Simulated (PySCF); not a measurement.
Two-component Hartree-Fock for Sr (strontium, neutral)

Start: [Kr] 5p2; 5p3/2 filled at m_j = +1/2, +3/2. Calculated with PySCF 2.14 in x2c-TZVPall-2c: generalised Hartree-Fock with the X2C-1e Hamiltonian and a Gaussian nucleus; one run each with spin-orbit coupling (SO) switched off, then screened by Boettger's factors. This is a chosen level, not necessarily the ground level.

```
spinor shell  electrons  ε, spin-free (eV)  ε, screened SO (eV)  weight of nominal j (screened SO)  rms radius, screened SO (bohr)
       1s1/2          2           -16200.1             -16199.4                              1.000                          0.0451
       2s1/2          2            -2263.9              -2263.8                              1.000                           0.187
       2p1/2          2            -2006.2              -2053.3                              1.000                           0.164
       2p3/2          4            -2006.2              -1983.8                              1.000                           0.167
       3s1/2          2            -382.15              -382.12                              1.000                           0.524
       3p1/2          2            -296.41              -304.00                              1.000                           0.528
       3d3/2          4            -154.53              -155.68                              1.000                           0.545
       3d5/2          6            -154.53              -153.75                              1.000                           0.548
       4s1/2          2            -55.364              -55.374                              1.000                            1.46
       4p1/2          2            -32.237              -33.113                              0.997                            1.65
       4p3/2          4            -32.237              -31.842                              0.998                            1.68
       5p3/2          2             -3.735               -3.728                              0.808                            6.08
```

Q: Where does 3p3/2 lie, and what is the 3p spin-orbit splitting (screened SO)?

A: At -292.83 eV, 11.168 eV above 3p1/2.

```csv
quantity,spin-free,screened SO
E (hartree),-3177.04902,-3177.29689
M_J,2,2
⟨J²⟩,6.000,6.000
⟨L²⟩,2.000,2.017
⟨S²⟩,2.000,2.000
```

Rows whose weight is well below 1 are mixtures of j = l ± 1/2: exchange outweighs spin-orbit coupling there, and the label is only the starting occupation.

Breit and QED terms are absent; they matter most for the inner s and p1/2 levels.

Densities and radii are taken from the X2C orbitals without a picture-change correction, which distorts them close to the nucleus.

Without spin-orbit coupling the j labels of p, d and f shells carry no meaning; the spin-free column gives the mean over the occupied spinors of each nl shell.
